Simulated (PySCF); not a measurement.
CoCl2 (quartet state).
Bonds: Co1–Cl2, Co1–Cl3.

Method: PySCF, PBE0-D3(BJ)/def2-SVP geometry optimisation, gas phase; unrestricted, density fitting, grid level 1; the optimiser is geomeTRIC in internal coordinates, started from a GFN2-xTB structure with every atom displaced at random (about 0.03 Å).

Geometry at step 2:
```
atom  x, y, z in Å
Co1     0.0452   -0.0660   -0.0022
Cl2    -0.0225   -0.0408    2.0749
Cl3    -0.0391    0.0097   -2.0925
```

**Question.** What forces act on the atoms?

**Answer.** 
```
atom  Fx (eV/Å)  Fy (eV/Å)  Fz (eV/Å)
 Co1     -0.031      0.023     -0.251
 Cl2      0.012     -0.013      0.398
 Cl3      0.018     -0.010     -0.146
```

The largest, 0.40 eV/Å, acts on Cl2; the rms over all components is 0.165 eV/Å. The forces sum to zero within rounding, as they must for an isolated molecule in no field.

**Question.** Give the force on Cl2 in Eh/bohr and in nN.

**Answer.** 0.398 eV/Å ÷ 51.422 = 0.00774 Eh/bohr, and 0.398 eV/Å × 1.602 = 0.64 nN.

**Question.** How far is this geometry from the end of the optimisation?

**Answer.** 0.008 eV above it, and 0.045 Å rms away after alignment. The bonds farthest from their final lengths, with half the difference of the two atoms' forces along the bond (positive lengthens):

```json
{"bond": "Co1–Cl2", "now (Å)": "2.078", "final (Å)": "2.102", "force along bond (eV/Å)": "+0.32"}
{"bond": "Co1–Cl3", "now (Å)": "2.093", "final (Å)": "2.102", "force along bond (eV/Å)": "-0.05"}
```

The angle farthest from its final value is Cl2–Co1–Cl3, 175.0° against 180.0°.

The cost below is that of the whole optimisation. On one thread of an Arm Neoverse V2, on a shared host, this took 53 s and 0.29 GiB of memory at its peak.
